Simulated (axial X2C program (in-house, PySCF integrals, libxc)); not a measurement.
## Curves of InB⁺ by EOM-EA-CCSD

Computed with an axial X2C code built on PySCF integrals: two-component X2C with atomic mean-field Coulomb and Gaunt terms, Gaussian nuclei, basis In dyall-acv3z, B dyall-av3z with contracted cores.

Energies in eV from the lowest point of the lowest state; states are followed by energy order within each Ω. Reference: InB²⁺, 14 electrons correlated in 92 virtual spinors with an MP2 remainder; levels at this size can be off by some tenths of an eV. Masses 114.904 and 11.009 u.

```csv
R (Å),(1)Ω=1/2,(2)Ω=1/2,(1)Ω=3/2,(3)Ω=1/2,(2)Ω=3/2
2.761,0.0603,0.5266,0.5451,3.1241,3.3249
2.881,0.0222,0.5218,0.5362,3.0691,3.2721
3.001,0.0014,0.5124,0.5236,3.0325,3.2372
3.136,0.0000,0.5044,0.5127,3.0095,3.2156
3.271,0.0141,0.4986,0.5048,2.9984,3.2062
3.451,0.0470,0.4937,0.4980,2.9923,3.2041
```

No minimum in range: (2)Ω=1/2, (1)Ω=3/2, (3)Ω=1/2, (2)Ω=3/2; the order of states may turn beyond it. T1 of the reference reaches 0.011 (Lee–Taylor). Curves followed by order can swap character. Number of frozen shells: In 4 s, 3 p, 1 d; B 1 s. Roots with under 60 % one-particle weight at any point are counted in the labels but not shown, and the list ends where the roots sought for some Ω run out; states that need a further excitation are missing and may lie low or lowest. Curves with a minimum but no constants failed the fit check.
